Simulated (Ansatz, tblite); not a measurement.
Cost and result up the ladder for Ga(AsH3)H3 (GaAsH₆) (8 atoms). Total charge 0; singlet. Geometry: B3LYP-D4/def2-TZVP.

Cartesian coordinates in Å:
```
Ga 0.231 1.440 0.621
As -0.160 -1.018 -0.442
H -0.091 -1.237 -1.937
H -1.472 -1.741 -0.225
H 0.737 -2.175 -0.058
H -0.879 2.153 -0.239
H 1.738 1.563 0.181
H -0.103 1.014 2.100
```

Ansatz on 4 threads of Intel Xeon 6975P-C on a shared host; xTB runs through tblite on one thread. Times are rough, summed over both states, and most runs start from the orbitals of an earlier one. PBE0-D4/def2-TZVP serves as the yardstick here, not as an exact answer. The other state is a doublet.

The xTB rows come from tblite.

Run but left out: PBE-D4/def2-TZVP (charge +1 doublet: an occupied level 0.06 eV above an empty one).

Raw xTB energies of ions are shifted by several eV.

```csv
level,functions,wall time
GFN2-xTB,24,0.007 s
GFN1-xTB,30,0.012 s
PBE0-D4/def2-TZVP,132,3 s
r2SCAN-D4/def2-TZVP (with forces),132,4 s
```

Task: Estimate what each level gives for the vertical IE (eV).

Result: 
```
                            level  vertical IE (eV)  difference from PBE0-D4/def2-TZVP (eV)
                         GFN2-xTB             14.11                                    3.93
                         GFN1-xTB             14.78                                    4.60
                PBE0-D4/def2-TZVP             10.17                                    0.00
r2SCAN-D4/def2-TZVP (with forces)             10.04                                   -0.13
```
